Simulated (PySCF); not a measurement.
# Exercise with solution: chemical shift, span and skew from a shielding tensor

B(Cl)(Br)(Et) (C2H5BBrCl), SMILES CCB(Cl)Br. Atoms are numbered in the order given.

```xyz
10

B      0.0448    -0.1585    -0.3156
Cl     0.5001     0.9810    -1.5748
Br    -0.2372     0.5266     1.4669
C     -0.1343    -1.6878    -0.5914
C      0.0908    -2.1824    -2.0224
H     -1.1479    -1.9554    -0.2349
H      0.5337    -2.2136     0.1183
H      1.1124    -1.9596    -2.3675
H     -0.6007    -1.6963    -2.7280
H     -0.0605    -3.2702    -2.0985
```
Charge 0, spin multiplicity 1.

Geometry: B3LYP-D3(BJ)/def2-SVP. Other conformers were not sampled.

GIAO shieldings from PBE/pcSseg-1 in PySCF, non-relativistic, no solvent. The symmetric part of the tensor of C5 has the principal values 159.6, 165.7, 179.7 ppm. The same nucleus in TMS has σ = 182.0 ppm at this level (PySCF, at its B3LYP-D3(BJ)/def2-TZVP geometry). Without spin–orbit terms, shifts of atoms bonded to Cl or Br come out too high.

Problem. Work out the isotropic shielding, the ¹³C shift against TMS, the span and the skew.

Solution. 
σ(iso) = (σ11 + σ22 + σ33)/3 = 168.3 ppm. δ = σ(ref) − σ(iso) = 182.0 − (168.3) = 13.7 ppm.
Span Ω = σ33 − σ11 = 20.1 ppm. Skew κ = 3(σ(iso) − σ22)/Ω = 0.39. Tumbling in solution averages the tensor to δ; in a static solid the shielding alone would spread this spin-1/2 line over Ω.
